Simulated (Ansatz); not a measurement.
Isolated molecules relaxed with PBE0-D4/def2-TZVP in Ansatz; ΔE leaves out vibrations. CCSD(T)/CBS adds triple-zeta CCSD(T) − MP2 to the extrapolated MP2 energy (def2 sets, frozen cores). Elements past krypton have def2 core potentials. For Te outer-core shells are correlated without core-valence functions, which leaves a few kJ/mol of doubt a bond. Each species was taken in one conformer, which may not be the lowest.

Reaction (cleavage of the B–B bond): `OBB(F)[SiH3]` + H₂Te → `OB[TeH]` + `FB[SiH3]`

```
       species  CCSD(T)/def2-TZVPP energy (Eh)
`OBB(F)[SiH3]`                      -516.56335
          H₂Te                      -268.63034
     `OB[TeH]`                      -369.22092
    `FB[SiH3]`                      -416.00359
```

(1) Work out ΔE.

Largest T1 diagnostic among the species: 0.015.

Answers

(1) ΔE = (-369.22092) + (-416.00359) − (-516.56335) − (-268.63034) = -0.03082 Eh = -80.9 kJ/mol. CCSD(T)/CBS gives -83.7 kJ/mol.

In def2-TZVPP, CCSD(T) changes the Hartree–Fock value by −3.4 kJ/mol (the triples alone add −2.4 kJ/mol) and MP2 by −15.6 kJ/mol.
